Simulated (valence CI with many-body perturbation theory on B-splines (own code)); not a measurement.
# Energy levels of Rb VI

Method: relativistic CI+MBPT: four valence electrons over a frozen Dirac-Fock core [Ar] 3d10, a basis of 11 s, 11 p, 9 d, 7 f, 5 g, 2 h, 1 i functions for each j, with the one-electron correlation potential Σ1, the two-electron term Σ2, the three-electron term Σ3, Breit, model QED; selected CI, second order for the rest, scaled by the run's own slope (own B-spline code, finite nucleus).

Set against measurement, 13 paired levels are off by 109 cm⁻¹ on average, the worst by 203. These come from a selection out of Sansonetti, J. Phys. Chem. Ref. Data 35, 301 (2006). Levels without a partner in it may be off by more. Among the levels kept, up to 370 cm⁻¹ of a level comes from second order outside the variational space, and about a tenth of that is noise between levels of different J, which matters for small intervals.

Levels 1 to 45 of 68, with energies above the lowest level, 4s2.4p2 3P_0. "Leading %" is the weight of the configuration and term that name the level; weights of strongly mixed levels are sums over their largest components and can fall short. Lifetimes count E1, E2, E3, M1 and M2 decay at the calculated energies, and are blank where another channel may lead or the interval is too uncertain; long ones can be off by a factor of two.

```tsv
No.	Configuration	Term	J	E (cm⁻¹)	Leading %	Lifetime	g
1	4s2.4p2	3P	0	0	93		
2	4s2.4p2	3P	1	5132	97	428 ms	1.501
3	4s2.4p2	3P	2	9891	85	777 ms	1.439
4	4s2.4p2	1D	2	23758	85	44.6 ms	1.061
5	4s2.4p2	1S	0	45249	92	6.50 ms	
6	4s.4p3	5S°	2	112960	98	115 ns	1.995
7	4s.4p3	3D°	1	148360	85	1.21 ns	0.543
8	4s.4p3	3D°	2	148500	84	1.35 ns	1.190
9	4s.4p3	3D°	3	150260	90	1.57 ns	1.334
10	4s.4p3	3P°	0	168800	91	510 ps	
11	4s.4p3	3P°	1	169350	86	505 ps	1.464
12	4s.4p3	3P°	2	169990	78	570 ps	1.458
13	4s.4p3	1D°	2	187940	60	326 ps	1.025
14	4s.4p3	3S°	1	209040	73	38.1 ps	1.763
15	4s.4p3	1P°	1	220720	65	54.1 ps	1.231
16	4s2.4p.4d	3F°	2	222190	95	1.80 ns	0.673
17	4s2.4p.4d	3F°	3	225770	95	2.07 ns	1.085
18	4s2.4p.4d	3F°	4	231260	96		1.250
19	4s2.4p.4d	3P°	2	245510	43	32.9 ps	1.255
20	4s2.4p.4d	3P°	1	249560	45	27.3 ps	1.020
21	4s2.4p.4d	1D°	2	252240	37	30.3 ps	1.152
22	4s2.4p.4d	3P°	0	253910	89	34.7 ps	
23	4s2.4p.4d	3D°	1	255820	44	26.8 ps	0.989
24	4s2.4p.4d	3D°	3	256870	86	23.0 ps	1.325
25	4s2.4p.4d	3D°	2	257210	62	25.2 ps	1.254
26	4s2.4p.4d	1F°	3	275110	93	20.6 ps	1.007
27	4s2.4p.4d	1P°	1	280600	82	31.6 ps	0.991
28	4s2.4p.5s	3P°	0	303500	96	73.2 ps	
29	4s2.4p.5s	3P°	1	304660	79	60.0 ps	1.411
30	4p4	3P	2	312140	58	249 ps	1.440
31	4s2.4p.5s	3P°	2	313680	96	73.3 ps	1.501
32	4s2.4p.5s	1P°	1	317140	78	36.3 ps	1.089
33	4p4	3P	1	319200	64	238 ps	1.500
34	4p4	3P	0	320450	62	230 ps	
35	4p4	1D	2	324880	60	408 ps	1.061
36	4s.4p2.4d	5F	1	332920	96	14.5 ns	0.030
37	4s.4p2.4d	5F	2	334090	93	13.0 ns	1.025
38	4s.4p2.4d	5F	3	335980	91	12.3 ns	1.269
39	4s.4p2.4d	5F	4	338740	91	56.1 ns	1.359
40	4s.4p2.4d	5F	5	342330	97	213 ns	1.398
41	4s.4p2.4d	5D	0	343450	97	5.13 ns	
42	4s.4p2.4d	5D	1	343810	95	2.68 ns	1.477
43	4s.4p2.4d	5D	2	344420	90	1.48 ns	1.471
44	4s.4p2.4d	5D	3	345330	85	1.12 ns	1.469
45	4s.4p2.4d	5D	4	346970	84	53.1 ns	1.471
```

Names give the largest LS component (configuration and term), which can be under half, so a name can repeat, a term be missing and a line seem to break the LS rules; names also repeat where a configuration has a term twice.

The ionisation energy to 4s2.4p 2P°_1/2 of the next ion comes out as 83.715 eV (NIST: 82.9 ± 2 eV (theoretical)). All 68 levels together are meant to be complete up to 386790 cm⁻¹.
